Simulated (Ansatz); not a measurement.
Mulliken charges of B2GeH6 (`B[BH][GeH3]`) from ωB97M-V/def2-TZVPP in Ansatz (PBE0-D4/def2-TZVP geometry).

```json
{"atom": "B1", "x (Å)": "-0.784", "y (Å)": "0.763", "z (Å)": "-1.326", "charge (e)": "-0.218"}
{"atom": "B2", "x (Å)": "0.263", "y (Å)": "0.908", "z (Å)": "-0.120", "charge (e)": "-0.044"}
{"atom": "Ge3", "x (Å)": "0.465", "y (Å)": "-0.865", "z (Å)": "0.954", "charge (e)": "-0.088"}
{"atom": "H4", "x (Å)": "-0.451", "y (Å)": "0.350", "z (Å)": "-2.403", "charge (e)": "0.094"}
{"atom": "H5", "x (Å)": "-1.962", "y (Å)": "0.928", "z (Å)": "-1.162", "charge (e)": "0.094"}
{"atom": "H6", "x (Å)": "0.931", "y (Å)": "1.817", "z (Å)": "0.270", "charge (e)": "0.123"}
{"atom": "H7", "x (Å)": "1.937", "y (Å)": "-1.315", "z (Å)": "0.900", "charge (e)": "0.010"}
{"atom": "H8", "x (Å)": "-0.404", "y (Å)": "-2.028", "z (Å)": "0.444", "charge (e)": "0.019"}
{"atom": "H9", "x (Å)": "0.094", "y (Å)": "-0.605", "z (Å)": "2.425", "charge (e)": "0.010"}
```

Problem. By hand: the dipole of these point charges (1 e Å = 4.8032 D).

Solution. Σ q r = (0.019, 0.156, -0.050) e Å, of length 0.165 e Å = 0.79 D.

Problem. How does the dipole of the full density compare? (An estimate is asked.)

Solution. The calculation gave: (0.032, 0.083, 0.000) e Å, 0.43 D; the point charges give 1.84 times that, at 22° from its direction.

Point charges leave out the atoms' own dipoles, such as those of lone pairs, and Mulliken's split depends on the basis, so the two needn't agree.
